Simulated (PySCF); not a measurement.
# [Bi(NH2)4]−: from a saddle point downhill

PySCF 2.14.0, RKS BP86, Bi def2-SVP with ECP60, N def2-SVP, H def2-SVP; non-relativistic Hamiltonian with scalar-relativistic core potentials where named; density fitting; no spin-orbit coupling. Relaxed within the symmetry of its start, the geometry (D2d) is

```xyz
13

Bi    0.0000    0.0000    0.0000
N     1.0597    1.5459    1.5459
H     1.7138    0.9337    2.0773
H     1.7138    2.0773    0.9337
N    -1.0597   -1.5459    1.5459
H    -1.7138   -0.9337    2.0773
H    -1.7138   -2.0773    0.9337
N     1.0597   -1.5459   -1.5459
H     1.7138   -2.0773   -0.9337
H     1.7138   -0.9337   -2.0773
N    -1.0597    1.5459   -1.5459
H    -1.7138    2.0773   -0.9337
H    -1.7138    0.9337   -2.0773
```

and its lowest harmonic modes are -80, -56, -56, -25, 42, 70 cm⁻¹ (negative: unstable). It was moved along the lowest mode and relaxed again, within the group C2v that the move left.

**Question.** Where does it end, and how much lower?

**Answer.** In C2v, 1.003 eV lower, after 15 steps:
```xyz
13

Bi    0.8296    0.0000    0.0000
N     0.0823    1.6336    1.6336
H     0.5892    1.3612    2.5019
H     0.5892    2.5019    1.3612
N    -0.4487   -1.3102    1.3102
H    -1.0474   -0.5783    1.7378
H    -1.0474   -1.7378    0.5783
N     0.0823   -1.6336   -1.6336
H     0.5892   -2.5019   -1.3612
H     0.5892   -1.3612   -2.5019
N    -0.4487    1.3102   -1.3102
H    -1.0474    1.7378   -0.5783
H    -1.0474    0.5783   -1.7378
```

**Question.** How do the contacts change?

**Answer.** 
| contact | saddle (Å) | end (Å) |
| --- | --- | --- |
| Bi1–N2 (NH2) | 2.430 | 2.428 |
| Bi1–N5 (NH2) | 2.430 | 2.251 |
| Bi1–N8 (NH2) | 2.430 | 2.428 |
| Bi1–N11 (NH2) | 2.430 | 2.251 |


**Question.** Is the end a minimum?

**Answer.** Yes; lowest modes 55, 98, 106, 162, 162, 166 cm⁻¹.

State: singlet.
